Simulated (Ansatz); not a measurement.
This geometry of C₂H₇BFNSi (13 atoms, charge 0, multiplicity 1) is a first-order saddle point.

Level of theory: RKS LDA/6-31G* in Ansatz.

```xyz
13
Properties=species:S:1:pos:R:3
C -1.132 -1.411 0.043
C -0.283 -0.406 -0.200
Si 1.467 -0.668 -0.803
N -0.678 0.948 -0.002
B -0.416 1.716 1.137
F -0.828 2.984 1.165
H -0.835 -2.456 -0.110
H -2.149 -1.215 0.415
H 1.665 0.044 -2.112
H 1.749 -2.132 -0.986
H 2.434 -0.080 0.184
H -1.144 1.395 -0.800
H 0.171 1.247 2.082
```

Task: Which two structures does it join? (They come from a converged band through this point; their orientation in space is the band's.)

Result: No bond is made or broken. The dihedral C1–C2–N4–H12 goes from 0 to -155°.

First end point:

```xyz
13
Properties=species:S:1:pos:R:3
C -1.259 -1.430 -0.348
C -0.409 -0.418 -0.100
Si 1.437 -0.735 -0.205
N -0.858 0.855 0.233
B -0.061 1.975 0.508
F -0.648 3.128 0.812
H -0.891 -2.427 -0.609
H -2.351 -1.296 -0.299
H 2.092 0.120 -1.251
H 1.584 -2.181 -0.577
H 2.122 -0.483 1.106
H -1.882 0.959 0.274
H 1.145 1.899 0.471
```

Last end point:

```xyz
13
Properties=species:S:1:pos:R:3
C -0.868 -1.332 -0.071
C -0.008 -0.305 -0.180
Si 1.790 -0.620 -0.578
N -0.387 1.027 0.040
B -1.406 1.500 0.883
F -1.620 2.813 0.928
H -0.524 -2.365 -0.191
H -1.932 -1.174 0.155
H 2.214 0.305 -1.688
H 1.962 -2.044 -1.009
H 2.679 -0.329 0.599
H 0.182 1.734 -0.441
H -2.063 0.756 1.568
```

Task: How far does it lie above each of them?

Result: 0.37 eV above the first and 0.19 eV above the second. This is the barrier of this one path; another mechanism may lie lower.

The run took 58 s on 2 threads of Intel(R) Xeon(R) Platinum 8488C (Sapphire Rapids) (shared host), peak memory 0.16 GiB.
